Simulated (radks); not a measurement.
Spherical quantum dot in the effective-mass picture: electrons in a well V = -V0 / (1 + exp((r - R)/a)) with V0 = 33.1, R = 1.98, a = 0.067, all in effective atomic units (hartree* = m*/eps^2 hartree, bohr* = eps/m* bohr), one dielectric constant everywhere. Method: non-relativistic Kohn-Sham, r2SCAN, spin-polarised, spherical densities, generalised Kohn-Sham scheme; computed with a radial shooting solver with Libxc functionals. Levels are named by radial order and angular momentum (1s, 1p, 1d, 2s, ...), and open shells are averaged over m. Each electron was tried in the lowest free levels, single moves between levels near the top were tried too, and the lowest total energy was kept; such a search can miss a lower state. At N = 1 the Hartree and exchange-correlation terms need not cancel, so that row can carry a self-interaction error.

N,open shells,2S,E (hartree*),addition energy mu(N+1) - mu(N) (hartree*),rms radius (bohr*)
1,"1s(up 1, down 0)",1,-31.8929,0.8251,1.081
2,none,0,-62.9607,1.795,1.110
3,"1p(up 1, down 0)",1,-92.2335,0.5945,1.180
4,"1p(up 2, down 0)",2,-120.912,0.6280,1.217
5,"1p(up 3, down 0)",3,-148.962,0.9001,1.242
6,"1p(up 3, down 1)",2,-176.112,0.5784,1.262
7,"1p(up 3, down 2)",1,-202.684,0.6084,1.278
8,none,0,-228.647,2.035,1.291
9,"1d(up 1, down 0)",1,-252.576,0.5851,1.311
10,"1d(up 2, down 0)",2,-275.919,0.5934,1.327
11,"1d(up 3, down 0)",3,-298.669,0.5984,1.341
12,"1d(up 4, down 0)",4,-320.821,0.6012,1.353
13,"1d(up 5, down 0)",5,-342.371,0.8484,1.364
14,"1d(up 5, down 1)",4,-363.073,0.5727,1.374
15,"1d(up 5, down 2)",3,-383.202,0.5814,1.383
16,"1d(up 5, down 3)",2,-402.750,0.5872,1.391
17,"1d(up 5, down 4)",1,-421.711,0.5908,1.398
18,none,0,-440.081,2.258,1.405
19,"1f(up 1, down 0)",1,-456.192,0.5717,1.414
20,"1f(up 2, down 0)",2,-471.732,0.5743,1.422
21,"1f(up 3, down 0)",3,-486.698,0.5763,1.429
22,"1f(up 4, down 0)",4,-501.087,0.5777,1.436
23,"1f(up 5, down 0)",5,-514.899,-,1.443

All shells are closed at N = 2, 8, 18 (there: 1s2 1p6 1d10); the second difference of the energy has clear peaks (12 % above both neighbours; the first and last values, which can be the largest, are not judged, and half-filled shells can peak too) at N = 2, 5, 8, 13, 18.
